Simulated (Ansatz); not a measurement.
Start from `C[Si](C)(C)[Al]([F])[F]` and change one atom or group to get `C[Si](C)(C)F`.

Ansatz, PBE0-D4/def2-TZVP geometries, multiplicity 1. Each molecule was computed in one conformer, which needn't be the lowest.

| property | `C[Si](C)(C)[Al]([F])[F]` |
| --- | --- |
| size of the dipole moment (ωB97M-V/def2-TZVPP) / D | 3.17 |
| HOMO–LUMO gap (ωB97M-V/def2-TZVPP) / eV | 10.21 |
| HOMO energy (B3LYP/def2-TZVPP) / eV | -7.49 |
| HOMO–LUMO gap (PBE0/def2-TZVPP) / eV | 6.57 |
| HOMO energy (PBE/def2-TZVPP) / eV | -6.52 |
| LUMO energy (B3LYP/def2-TZVPP) / eV | -1.28 |

Q: Give the same properties after the change, and the shifts. (Estimate.)

A: Computed: 
```json
{"property": "size of the dipole moment (ωB97M-V/def2-TZVPP) / D", "`C[Si](C)(C)F`": "1.77", "shift": "-1.40"}
{"property": "HOMO–LUMO gap (ωB97M-V/def2-TZVPP) / eV", "`C[Si](C)(C)F`": "13.12", "shift": "2.91"}
{"property": "HOMO energy (B3LYP/def2-TZVPP) / eV", "`C[Si](C)(C)F`": "-8.38", "shift": "-0.89"}
{"property": "HOMO–LUMO gap (PBE0/def2-TZVPP) / eV", "`C[Si](C)(C)F`": "9.50", "shift": "2.93"}
{"property": "HOMO energy (PBE/def2-TZVPP) / eV", "`C[Si](C)(C)F`": "-7.20", "shift": "-0.68"}
{"property": "LUMO energy (B3LYP/def2-TZVPP) / eV", "`C[Si](C)(C)F`": "0.58", "shift": "1.86"}
```

With PBE0 the HOMO falls by 0.92 eV and the LUMO rises by 2.00 eV, so the gap widens by about 2.92 eV. PBE moves the HOMO by -0.68 eV and ωB97M-V by -1.17 eV. Dipoles are sizes alone; their direction can turn.

B3LYP here is the variant with VWN-RPA as its local correlation; programs differ in this.
